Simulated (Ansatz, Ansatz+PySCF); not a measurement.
```xyz
2

Li    0.0000    0.0000   -2.0903
Li    0.0000    0.0000    2.0903
```

Basis set: 6-31G (spherical functions). All electrons are correlated. Charge 0, multiplicity 1.

Computed with Ansatz (development build ahead of 0.2.0); each method stands on the lowest determinant of its kind that the runs found. Restricted open shells among the atoms or ions are ROHF, correlated in semicanonical orbitals with singles. Restricted functionals stand beside restricted open-shell atoms, which can lie above the unrestricted atoms usual in DFT and then raise those values.

The atomization energy at this shape (free ground-state atoms in the same class of orbitals less the molecule, no zero-point energy) of singlet Li2:

```csv
method,atomization energy
PBE0 (unrestricted),28.5 kJ/mol
PBE0 (restricted),17.6 kJ/mol
full CI (lowest root of this spin),31.9 kJ/mol
RHF-CCSD(T),31.8 kJ/mol
RHF-CCSD,31.6 kJ/mol
UHF-MP2,11.3 kJ/mol
RHF-MP2,-5.2 kJ/mol
UHF,6.0 kJ/mol
```

Task: What does RHF give?

Result: -52.0 kJ/mol. Caution: the shape is not the minimum. Caution for PBE0 (unrestricted): the unrestricted determinant is spin contaminated. Caution for RHF-CCSD(T), RHF-CCSD, RHF-MP2, RHF: an unrestricted determinant lies well below. Caution for RHF-CCSD(T), RHF-CCSD, UHF-MP2, RHF-MP2: large amplitudes, a single reference is doubtful. Caution for UHF-MP2, UHF: the determinant may break the point group; the unrestricted determinant is a mixture of spin states.

This basis has no polarisation functions and is too small for such energies, which can lie far from measured ones in either direction.
